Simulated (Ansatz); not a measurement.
Consider the cleavage of the Si–Al bond: `C[CH2][AlH][AlH][SiH3]` + `[OH][Ga]([OH])[SH]` → `[OH][Ga]([SH])[O][SiH3]` + `C[CH2][AlH][AlH2]`.

Isolated molecules relaxed with PBE0-D4/def2-TZVP in Ansatz; ΔE leaves out vibrations. CCSD(T)/CBS is the MP2 limit (def2-TZVPP, def2-QZVPP) plus CCSD(T) − MP2 in def2-TZVPP, frozen cores. DFT in def2-TZVPP. For Ga outer-core shells are correlated without core-valence functions, which leaves a few kJ/mol of doubt a bond. Scalar relativity is left out up to krypton. Each species was taken in one conformer, which may not be the lowest.

Task: Is it downhill or uphill in electronic energy at CCSD(T)/CBS, and by how much? (An estimate is asked.)

Result: Computed: Downhill: ΔE = -0.91 eV.

Task: What do these levels give: r2SCAN-D4, PBE0-D4, SCS-MP2/def2-TZVPP, HF/def2-QZVPP, MP2/CBS(def2), CCSD/CBS(def2)? (Best estimate.)

Result: Computed: r2SCAN-D4 -0.83, PBE0-D4 -0.72, SCS-MP2/def2-TZVPP -1.05, HF/def2-QZVPP -1.23, MP2/CBS(def2) -0.99, CCSD/CBS(def2) -0.95 eV.

Largest T1 diagnostic among the species: 0.014.

The D4 term adds −0.03 eV with B3LYP and −0.02 eV with PBE0; it sums over pairs of atoms, weighted by their polarisabilities, and B3LYP, whose exchange is more repulsive, gets the larger term. In def2-TZVPP, CCSD(T) changes the Hartree–Fock value by +0.29 eV (the triples alone add +0.04 eV) and MP2 by +0.21 eV. From PBE to PBE0 (25 % exact exchange), in def2-TZVPP and without D4, ΔE moves by −0.10 eV.

B3LYP here is the variant with VWN-RPA as its local correlation; programs differ in this.
